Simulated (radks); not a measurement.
Task: These are the eigenvalues of the occupied orbitals of an atom or ion with whole-number occupations (Ry). Method: scalar-relativistic Kohn-Sham, SCAN, spin-polarised, spherical densities, finite nucleus; meta-GGA in the generalised Kohn-Sham scheme; Fermi nuclear charge, rms radius of each element as measured or else 0.836 A^(1/3) + 0.57 fm; computed with a radial shooting solver on a logarithmic mesh with Libxc functionals.

orbital  eigenvalue
1s up     -1787.116
1s down   -1787.115
2s up     -268.4612
2s down   -268.3803
2p up     -241.2042
2p down   -241.1395
3s up     -54.89087
3s down   -54.85824
3p up     -45.85466
3p down   -45.81166
3d up     -31.59582
3d down   -31.51691
4s up     -13.64455
4s down   -13.25195
4p up     -10.94701
4p down   -10.53895
4d up      -6.90900

Which element is it, and in what charge state? The configuration may be excited. Open shells, if any, are filled with parallel spins first.

Result: Z = 46, palladium, charge +6: Pd6+ in [Kr] 4d4. The list shows which subshells hold electrons but not how many an open one holds; the 1s level, -893.56 hartree, gives Z - s = 42.3 by -(Z - s)^2/2, which with screening and relativity narrows Z to a few neighbours, and the depths of the outer levels then fix element, charge and occupations together.
